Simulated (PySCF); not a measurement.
# What a mistake does to a calculation on B3H4O cation

These are calculations, not measurements. They come from PySCF 2.14.0, an open-source quantum chemistry program, on an isolated molecule that a program drew, which may never have been made. The molecule is B3H4O cation (charge +1, singlet), drawn as the SMILES string `BB[B+]O`.

Each row is a Hartree-Fock (HF) and frozen-core CCSD(T) single point in the cc-pVDZ basis, meant for a local HF minimum. Run 1 is clean. Each other run has one planted mistake out of seven kinds, and not every kind appears here: one electron removed, one electron added, multiplicity raised by two, geometry at a saddle point, minimal basis STO-3G, one bond length entered in bohr, all coordinates scaled. The reference is restricted for singlets and unrestricted otherwise, and also for a bond in bohr. Adding or removing an electron swaps singlet and doublet. Electrons count all cores. HOMO and LUMO are orbital energies over both spins, the gradient is its largest component, and the lowest frequency (negative if imaginary) is given only where the gradient is small. Bond lengths are over the 7 bonds as drawn. T1 is the CCSD diagnostic: over 0.02 (restricted) or 0.045 (unrestricted) a single reference is doubtful.

Geometry of the clean run:
```xyz
8
B3H4O cation, angstrom
B    -1.8475   -0.7176    0.7413
B    -0.6196   -1.8653    0.8789
B     1.0427   -1.4476    0.8956
O     2.2164   -1.0581    0.8987
H    -2.2530   -0.4082   -0.3398
H    -2.3189   -0.2308    1.7261
H    -0.8194   -3.0384    0.9733
H     3.1029   -1.4081    0.9564
```

| run | electrons | basis functions | <S^2> | HOMO (eV) | LUMO (eV) | gradient (hartree/bohr) | lowest frequency (cm^-1) | mean bond (Å) | longest bond (Å) | T1 | HF (hartree) | CCSD(T) (hartree) | mistake |
|---|---|---|---|---|---|---|---|---|---|---|---|---|---|
| 1 | 26 | 76 | 0.000 | -17.11 | -4.93 | 2.1e-05 | 143 | 1.3109 | 1.714 | 0.0173 | -150.97284 | -151.42161 | no fault |
| 2 | 26 | 76 | 0.727 | -15.68 | -5.24 | 2.0e-02 | - | 1.4627 | 2.256 | 0.0601 | -150.85594 | -151.30289 | one bond length entered in bohr |
| 3 | 26 | 76 | 0.000 | -17.63 | -4.81 | 1.6e-01 | - | 1.1956 | 1.563 | 0.0156 | -150.90545 | -151.34375 | all coordinates scaled |
| 4 | 27 | 76 | 0.756 | -6.52 | 2.46 | 1.1e-01 | - | 1.3109 | 1.714 | 0.0163 | -151.18235 | -151.65007 | one electron added |
| 5 | 26 | 76 | 0.000 | -17.02 | -5.56 | 4.9e-05 | -373 | 1.3240 | 1.768 | 0.0151 | -150.95695 | -151.40303 | ? |
| 6 | 26 | 76 | 2.015 | -13.58 | -7.20 | 1.1e-01 | - | 1.3109 | 1.714 | 0.0206 | -150.85616 | -151.29690 | ? |

**Which mistake was planted in run 5, and what did it cost?**

The gradient is small, so the point is stationary, but the lowest frequency is imaginary (-373 cm^-1). So the mistake is: geometry at a saddle point. Subtracting run 1 and multiplying by 627.51 kcal/mol a hartree, the energy moved by 10.0 kcal/mol in HF and 11.7 kcal/mol in CCSD(T).

**Which mistake was planted in run 6, and what did it cost?**

Electrons, basis and geometry are unchanged, and <S^2> is 2.015, beside S(S+1) = 2.00 for a multiplicity of 3. So the mistake is: multiplicity raised by two. Subtracting run 1 and multiplying by 627.51 kcal/mol a hartree, the energy moved by 73.2 kcal/mol in HF and 78.3 kcal/mol in CCSD(T).

Cautions from the logs. Run 2: T1 is over the limit, so its CCSD(T) energy is less reliable.
